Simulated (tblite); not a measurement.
C4H7Se (doublet state).
Atom-mapped SMILES: `[H]/[C:1]=[CH:2]\[C@@H:3]([CH3:4])[SeH:5]` (hydrogens: H6 on C1; H7 on C2; H8 on C3; H9, H10, H11 on C4; H12 on Se5)
Bond orders are those of one Lewis drawing.

Computed with GFN2-xTB (tblite), gas phase: L-BFGS steps from a force-field or distance-geometry start until the largest atomic force falls under 0.01 eV/Å.

At the end of the run (lengths in Å): Se5–H12 1.450, C3–Se5 1.997, C2–C3 1.520, C4–H11 1.089, C2–H7 1.085, C1=C2 1.289, C1–H6 1.065, C1–C2–C3 124.6°, C2–C3–Se5 109.4°, C4–C3–Se5 111.0°, C2–C3–C4 111.3°, C1–C2–C3–C4 121°, H12–Se5–C3–C2 -62°, H8–C3–Se5–H12 180°.

Question: These geometries were met on the way; a selection of coordinates is given. Order them by energy above the end point, lowest first.
A. Se5–H12 1.538, C3–Se5 1.915, C2–C3 1.473, C4–H11 1.126, C2–H7 1.098, C1=C2 1.312, C1–H6 1.082, C1–C2–C3 121.7°, C2–C3–Se5 114.1°, C4–C3–Se5 107.6°, C2–C3–C4 107.2°, C1–C2–C3–C4 87°, H12–Se5–C3–C2 7°, H8–C3–Se5–H12 -115°
B. Se5–H12 1.460, C3–Se5 2.036, C2–C3 1.527, C4–H11 1.090, C2–H7 1.088, C1=C2 1.295, C1–H6 1.076, C1–C2–C3 118.0°, C2–C3–Se5 116.1°, C4–C3–Se5 108.5°, C2–C3–C4 109.4°, C1–C2–C3–C4 83°, H12–Se5–C3–C2 1°, H8–C3–Se5–H12 -119°
C. Se5–H12 1.440, C3–Se5 2.019, C2–C3 1.511, C4–H11 1.089, C2–H7 1.095, C1=C2 1.285, C1–H6 1.065, C1–C2–C3 126.5°, C2–C3–Se5 107.8°, C4–C3–Se5 111.6°, C2–C3–C4 111.1°, C1–C2–C3–C4 104°, H12–Se5–C3–C2 -22°, H8–C3–Se5–H12 -141°
D. Se5–H12 1.447, C3–Se5 1.990, C2–C3 1.528, C4–H11 1.084, C2–H7 1.082, C1=C2 1.285, C1–H6 1.062, C1–C2–C3 122.1°, C2–C3–Se5 111.0°, C4–C3–Se5 111.6°, C2–C3–C4 111.0°, C1–C2–C3–C4 88°, H12–Se5–C3–C2 -7°, H8–C3–Se5–H12 -125°
E. Se5–H12 1.474, C3–Se5 2.010, C2–C3 1.522, C4–H11 1.074, C2–H7 1.051, C1=C2 1.296, C1–H6 1.047, C1–C2–C3 116.6°, C2–C3–Se5 112.7°, C4–C3–Se5 106.8°, C2–C3–C4 108.7°, C1–C2–C3–C4 87°, H12–Se5–C3–C2 6°, H8–C3–Se5–H12 -116°

Answer: C (0.094 eV), D (0.158 eV), B (0.260 eV), E (0.426 eV), A (0.698 eV).

| step | E above end (eV) | rms distance from the end, all atoms (Å) | largest force (eV/Å) | rms shift of all bonds from the end (Å) |
| --- | --- | --- | --- | --- |
| 31 | 0.094 | 0.294 | 0.375 | 0.009 |
| 19 | 0.158 | 0.439 | 0.223 | 0.004 |
| 7 | 0.260 | 0.504 | 0.366 | 0.014 |
| 2 | 0.426 | 0.515 | 1.243 | 0.015 |
| 0 | 0.698 | 0.521 | 2.781 | 0.042 |

Rows stand in the order of the answer.
